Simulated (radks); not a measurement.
Values are calculated unless marked as measured or tabulated.
Problem. Zr32+, configuration [He] 2s2 2p4 (the NIST ground configuration). Code: a radial shooting solver on a logarithmic mesh with Libxc functionals. Model: non-relativistic Kohn-Sham, PBE, spin-polarised, spherical densities, point nucleus; open shells are filled with parallel spins first (spin-orbit coupling, left out, can overturn this in heavy ions); relativity is left out, which matters for an element this heavy. Some entries of the table are withheld. Estimate them.

| orbital | occ. | eigenvalue (hartree) | r(max) (bohr) |
|---|---|---|---|
| 1s up | 1 | -715.7795 | 0.02521 |
| 1s down | 1 | -715.2172 | 0.02520 |
| 2s up | 1 | -154.0699 | 0.1382 |
| 2s down | 1 | -153.1487 | 0.1384 |
| 2p up | 3 | -148.6852 | 0.1082 |
| 2p down | 1 | -147.5519 | 0.1084 |
| 3s up | 0 | -64.00537 | 0.3621 |
| 3s down | 0 | -63.76401 | 0.3631 |
| 3p up | 0 | (1) | 0.3409 |
| 3p down | 0 | (2) | 0.3421 |

Solution. 
(1) 3p up eigenvalue (hartree): -62.19790
(2) 3p down eigenvalue (hartree): -61.92188
